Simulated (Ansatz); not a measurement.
Stepwise reaction of `[O]=[W]([F])([F])=[S]` with ammonia, as a gas-phase model of exchange steps in deposition or etching. ΔE in kJ/mol; ΔG adds harmonic PBE0-D4 terms to CCSD(T)/CBS, at 1 bar.

Gas-phase electronic energies from Ansatz, PBE0-D4/def2-TZVP geometries. CBS: MP2 limit from def2 TZ/QZ plus the TZ coupled-cluster correction, frozen cores. This one scheme is used for every species. Functionals use def2-TZVPP. B3LYP here is the variant with VWN-RPA as its local correlation; programs differ in this. Elements past krypton have def2 core potentials. For W outer-core shells are correlated without core-valence functions, which leaves a few kJ/mol of doubt a bond. One conformer a species, not always the lowest.

| step | reaction | PBE-D4 | B3LYP-D4 | ωB97M-V | CCSD(T)/CBS | ΔG(400 K) |
| --- | --- | --- | --- | --- | --- | --- |
| 1 | `[O]=[W]([F])([F])=[S]` + NH₃ → `[NH2][W](=[O])([F])=[S]` + H–F | 36.5 | 35.0 | 35.0 | 23.1 | 23.5 |

Q: Give the row of step 2, `[NH2][W](=[O])([F])=[S]` + NH₃ → `[NH2][W]([NH2])(=[O])=[S]` + H–F. (Best estimate.)

A: Computed: 
```csv
step,reaction,PBE-D4,B3LYP-D4,ωB97M-V,CCSD(T)/CBS,ΔG(400 K)
2,`[NH2][W](=[O])([F])=[S]` + NH₃ → `[NH2][W]([NH2])(=[O])=[S]` + H–F,60.5,59.8,60.0,48.1,44.1
```

Q: By hand: ΔE of the 2 steps together at CCSD(T)/CBS.

A: (23.1) + (48.1) = 71.2 kJ/mol, or 35.6 kJ/mol a step.

In ΔE each step is higher than the one before. All are uphill at CCSD(T)/CBS. ΔG lies between 23.5 and 44.1 kJ/mol a step. PBE-D4 differs from CCSD(T)/CBS by 12.4 to 13.4 kJ/mol a step. Isolated molecules leave out the surface, adducts and barriers. Largest T1 diagnostic: 0.023.
